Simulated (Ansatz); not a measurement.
Basis-set extrapolation for C₂H₆O₃Si (`C=C[Si](O)(O)O`) (PBE0-D4/def2-TZVP geometry, frozen core, the Gaussian-basis code of Ansatz). Multiplicity 1, RHF reference.

|  | def2-TZVPP | def2-QZVPP |
| --- | --- | --- |
| HF | -593.058966 | -593.083077 |
| MP2 correlation | -1.155715 | -1.245685 |
| CCSD(T) correlation | -1.229851 | not run |

Energies in hartree. Use E(X) = E(∞) + A·exp(−7.88·√X) for Hartree–Fock and E(X) = E(∞) + B·X^(−2.97) for correlation, with X = 3 and 4, and add CCSD(T) minus MP2 of the smaller set to the MP2 limit.

What is the CCSD(T) energy at the basis-set limit?

HF limit: -593.083077 + (-0.024111) × 0.13774 = -593.08640. MP2 limit: -1.245685 + (-0.089970) × 0.74074 = -1.31233. Higher-order term: -1.229851 − (-1.155715) = -0.07414. Total: -594.47287 hartree, 483.2 kJ/mol below CCSD(T)/def2-TZVPP.
